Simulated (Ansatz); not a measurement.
Computed with Ansatz on PBE0-D4/def2-TZVP structures; ΔE is electronic, products minus reactants. CCSD(T)/CBS adds triple-zeta CCSD(T) − MP2 to the extrapolated MP2 energy (def2 sets, frozen cores). Functionals use def2-TZVPP. B3LYP here is the variant with VWN-RPA as its local correlation; programs differ in this. For Ga, Se outer-core shells are correlated without core-valence functions, which leaves a few kJ/mol of doubt a bond. Scalar relativity is left out up to krypton. Each species was taken in one conformer, which may not be the lowest.

`C[O][GaH][SeH]` + `N=C=C[SiH3]` → `N=C=C([SiH3])[SeH]` + `C[O][GaH2]`  (formal exchange of groups at the Se–Ga bond)

Is it downhill or uphill in electronic energy at CCSD(T)/CBS, and by how much? (Estimate.)

The calculation gave: Uphill: ΔE = +1.57 eV.

What do these levels give: LDA (SPW92), BLYP-D4, r2SCAN-D4, BHLYP-D4, ωB97M-V, B2PLYP, PBE-QIDH, PBE0, B3LYP, LC-ωPBE, MP2/def2-SVP, HF/def2-QZVPP? (An estimate is asked.)

The calculation gave: LDA (SPW92) 1.50, BLYP-D4 1.44, r2SCAN-D4 1.59, BHLYP-D4 1.59, ωB97M-V 1.54, B2PLYP 1.55, PBE-QIDH 1.58, PBE0 1.59, B3LYP 1.57, LC-ωPBE 1.56, MP2/def2-SVP 1.52, HF/def2-QZVPP 1.67 eV.

Largest T1 diagnostic among the species: 0.015.

The D4 term adds −0.06 eV with B3LYP and −0.03 eV with PBE0; it sums over pairs of atoms, weighted by their polarisabilities, and B3LYP, whose exchange is more repulsive, gets the larger term. Leaving LDA and LC-ωPBE aside and taking each functional with its dispersion term where it has one, the values, not all of them listed here, spread over 0.19 eV, from revPBE-D4 to r2SCAN0-D4. From r2SCAN to r2SCAN0 (25 % exact exchange), in def2-TZVPP and without D4, ΔE moves by +0.04 eV.
